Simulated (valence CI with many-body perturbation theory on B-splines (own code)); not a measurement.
Level structure of Pr²⁵⁺

Method: relativistic CI+MBPT: six valence electrons over a frozen Dirac-Fock core [Ar] 3d10, radial functions for each j: 9 s, 9 p, 8 d, 6 f, 3 g, 1 h, with the one-electron correlation potential Σ1, the two-electron term Σ2, the three-electron term Σ3, Breit, model QED; selected CI, second order for the rest, scaled by the run's own slope (own B-spline code, finite nucleus).

No measured levels were compared; by estimate levels hold to about 250 cm⁻¹ or 0.2 % of their energy and the worst to 1 %, as in measured heavy ions of charge 2 to 7; those with d or f electrons hold less well. Among the levels kept, up to 700 cm⁻¹ of a level comes from second order outside the variational space, and about a tenth of that is noise between levels of different J, which matters for small intervals.

Levels 1 to 39 of 39, with energies above the lowest level, (4s^2 4p1/2^2 4p3/2^2) J=2. "Leading %" is the weight of the configuration and term that name the level; weights of strongly mixed levels are sums over their largest components and can fall short. In the jj column 3d3/2^4 stands for four electrons in 3d with j = 3/2. Lifetimes count E1, E2, E3, M1 and M2 decay at the calculated energies, and are blank where another channel may lead or the interval is too uncertain; long ones can be off by a factor of two.

| No. | Configuration | Term | J | E (eV) | Leading % | Second component | Lifetime | g | Leading jj |
| --- | --- | --- | --- | --- | --- | --- | --- | --- | --- |
| 1 | 4s2.4p4 | 3P | 2 | 0.00 | 72 | 26 % 4s2.4p4 1D |  | 1.367 | 4s^2 4p1/2^2 4p3/2^2 (98 %) |
| 2 | 4s2.4p4 | 1S | 0 | 5.89 | 55 | 43 % 4s2.4p4 3P | 378 ms |  | 4s^2 4p1/2^2 4p3/2^2 (97 %) |
| 3 | 4s2.4p4 | 3P | 1 | 25.48 | 98 |  | 5.70 μs | 1.499 | 4s^2 4p1/2 4p3/2^3 (98 %) |
| 4 | 4s2.4p4 | 1D | 2 | 28.75 | 72 | 26 % 4s2.4p4 3P | 10.0 μs | 1.129 | 4s^2 4p1/2 4p3/2^3 (97 %) |
| 5 | 4s2.4p4 | 3P | 0 | 56.90 | 55 | 43 % 4s2.4p4 1S | 2.01 μs |  | 4s^2 4p3/2^4 (96 %) |
| 6 | 4s.4p5 | 3P° | 2 | 87.37 | 84 | 13 % 4s2.4p3.4d 3P° | 41.5 ps | 1.494 | 4s 4p1/2^2 4p3/2^3 (84 %) |
| 7 | 4s.4p5 | 3P° | 1 | 93.43 | 41 | 26 % 4s.4p5 1P° | 25.8 ps | 1.270 | 4s 4p1/2^2 4p3/2^3 (62 %) |
| 8 | 4s2.4p3.4d | 3F° | 2 | 100.83 | 32 | 19 % 4s2.4p3.4d 5D° | 220 ps | 1.038 | 4s^2 4p1/2^2 4p3/2 4d3/2 (90 %) |
| 9 | 4s2.4p3.4d | 3P° | 0 | 101.98 | 45 | 43 % 4s2.4p3.4d 5D° | 55.7 ns |  | 4s^2 4p1/2^2 4p3/2 4d3/2 (91 %) |
| 10 | 4s2.4p3.4d | 5D° | 3 | 102.35 | 29 | 24 % 4s2.4p3.4d 3F° | 1.13 ns | 1.209 | 4s^2 4p1/2^2 4p3/2 4d3/2 (80 %) |
| 11 | 4s2.4p3.4d | 5D° | 1 | 105.43 | 42 | 18 % 4s2.4p3.4d 3P° | 16.1 ps | 1.327 | 4s^2 4p1/2^2 4p3/2 4d3/2 (62 %) |
| 12 | 4s2.4p3.4d | 5D° | 4 | 106.90 | 41 | 39 % 4s2.4p3.4d 3F° | 482 μs | 1.312 | 4s^2 4p1/2^2 4p3/2 4d5/2 (93 %) |
| 13 | 4s2.4p3.4d | 5D° | 2 | 110.61 | 32 | 31 % 4s2.4p3.4d 3D° | 14.7 ps | 1.308 | 4s^2 4p1/2^2 4p3/2 4d5/2 (75 %) |
| 14 | 4s.4p5 | 3P° | 0 | 113.15 | 77 | 20 % 4s2.4p3.4d 3P° | 34.3 ps |  | 4s 4p1/2 4p3/2^4 (77 %) |
| 15 | 4s2.4p3.4d | 3G° | 3 | 114.93 | 25 | 18 % 4s2.4p3.4d 5D° | 11.1 ps | 1.104 | 4s^2 4p1/2^2 4p3/2 4d5/2 (64 %) |
| 16 | 4s.4p5 | 3P° | 1 | 117.57 | 23 | 17 % 4s.4p5 1P° | 18.1 ps | 1.066 | 4s 4p1/2 4p3/2^4 (40 %) |
| 17 | 4s2.4p3.4d | 3D° | 1 | 119.33 | 39 | 15 % 4s2.4p3.4d 3P° | 17.7 ps | 0.982 | 4s^2 4p1/2^2 4p3/2 4d5/2 (44 %) |
| 18 | 4s2.4p3.4d | 3F° | 2 | 123.64 | 45 | 30 % 4s2.4p3.4d 3D° | 207 ps | 1.008 | 4s^2 4p1/2 4p3/2^2 4d3/2 (93 %) |
| 19 | 4s2.4p3.4d | 1S° | 0 | 124.53 | 50 | 38 % 4s2.4p3.4d 5D° | 113 ps |  | 4s^2 4p1/2 4p3/2^2 4d3/2 (72 %) |
| 20 | 4s2.4p3.4d | 3D° | 1 | 125.39 | 67 | 17 % 4s2.4p3.4d 5D° | 19.0 ps | 0.756 | 4s^2 4p1/2 4p3/2^2 4d3/2 (57 %) |
| 21 | 4s2.4p3.4d | 3F° | 3 | 125.69 | 51 | 17 % 4s2.4p3.4d 3G° | 217 ps | 1.126 | 4s^2 4p1/2 4p3/2^2 4d3/2 (84 %) |
| 22 | 4s2.4p3.4d | 3D° | 3 | 128.81 | 63 | 21 % 4s2.4p3.4d 5D° | 223 ps | 1.308 | 4s^2 4p1/2 4p3/2^2 4d5/2 (92 %) |
| 23 | 4s2.4p3.4d | 3G° | 4 | 128.87 | 66 | 13 % 4s2.4p3.4d 5D° | 22.0 μs | 1.129 | 4s^2 4p1/2 4p3/2^2 4d3/2 (72 %) |
| 24 | 4s2.4p3.4d | 1G° | 4 | 130.04 | 35 | 31 % 4s2.4p3.4d 3F° | 9.87 μs | 1.232 | 4s^2 4p1/2 4p3/2^2 4d5/2 (76 %) |
| 25 | 4s2.4p3.4d | 3F° | 2 | 132.67 | 52 | 28 % 4s2.4p3.4d 1D° | 33.2 ps | 0.887 | 4s^2 4p1/2 4p3/2^2 4d3/2 (86 %) |
| 26 | 4s2.4p3.4d | 3F° | 4 | 133.30 | 57 | 35 % 4s2.4p3.4d 1G° | 39.2 μs | 1.154 | 4s^2 4p1/2 4p3/2^2 4d5/2 (89 %) |
| 27 | 4s2.4p3.4d | 3G° | 5 | 134.49 | 98 |  | 35.1 μs | 1.198 | 4s^2 4p1/2 4p3/2^2 4d5/2 (98 %) |
| 28 | 4s2.4p3.4d | 3S° | 1 | 136.73 | 24 | 22 % 4s2.4p3.4d 1P° | 3.48 ps | 1.268 | 4s^2 4p1/2 4p3/2^2 4d5/2 (46 %) |
| 29 | 4s2.4p3.4d | 3P° | 0 | 139.14 | 51 | 33 % 4s2.4p3.4d 1S° | 9.91 ps |  | 4s^2 4p1/2 4p3/2^2 4d5/2 (67 %) |
| 30 | 4s2.4p3.4d | 3P° | 2 | 139.28 | 48 | 11 % 4s2.4p3.4d 5D° | 2.36 ps | 1.297 | 4s^2 4p1/2 4p3/2^2 4d3/2 (46 %) |
| 31 | 4s2.4p3.4d | 3D° | 2 | 140.01 | 45 | 34 % 4s2.4p3.4d 3P° | 9.76 ps | 1.236 | 4s^2 4p1/2 4p3/2^2 4d5/2 (80 %) |
| 32 | 4s2.4p3.4d | 3D° | 3 | 141.13 | 66 | 14 % 4s2.4p3.4d 3G° | 1.63 ps | 1.197 | 4s^2 4p1/2 4p3/2^2 4d3/2 (62 %) |
| 33 | 4s2.4p3.4d | 3F° | 3 | 142.17 | 36 | 30 % 4s2.4p3.4d 3D° | 320 ps | 1.140 | 4s^2 4p1/2 4p3/2^2 4d5/2 (96 %) |
| 34 | 4s2.4p3.4d | 3P° | 1 | 142.54 | 54 | 12 % 4s2.4p3.4d 1P° | 2.01 ps | 1.248 | 4s^2 4p1/2 4p3/2^2 4d3/2 (55 %) |
| 35 | 4s2.4p3.4d | 3D° | 2 | 144.07 | 36 | 18 % 4s2.4p3.4d 3F° | 4.47 ps | 1.072 | 4s^2 4p1/2 4p3/2^2 4d5/2 (66 %) |
| 36 | 4s2.4p3.4d | 3S° | 1 | 145.83 | 45 | 20 % 4s2.4p3.4d 1P° | 2.04 ps | 1.467 | 4s^2 4p1/2 4p3/2^2 4d3/2 (44 %) |
| 37 | 4s2.4p3.4d | 1F° | 3 | 146.44 | 45 | 21 % 4s2.4p3.4d 3F° | 4.19 ps | 1.053 | 4s^2 4p1/2 4p3/2^2 4d5/2 (50 %) |
| 38 | 4s2.4p3.4d | 1P° | 1 | 149.71 | 45 | 30 % 4s2.4p3.4d 3D° | 1.77 ps | 0.960 | 4s^2 4p1/2 4p3/2^2 4d3/2 (50 %) |
| 39 | 4s2.4p3.4d | 1D° | 2 | 151.21 | 42 | 25 % 4s2.4p3.4d 3D° | 1.82 ps | 1.166 | 4s^2 4p1/2 4p3/2^2 4d5/2 (78 %) |

Where two levels of one J and parity lie close, their mixing, g and order are uncertain.

The ionisation energy to 4s2.4p3 2P°_3/2 of the next ion comes out as 882.27 eV (NIST: 880 ± 4 eV (theoretical)). All 39 levels together are meant to be complete up to 151.65 eV.
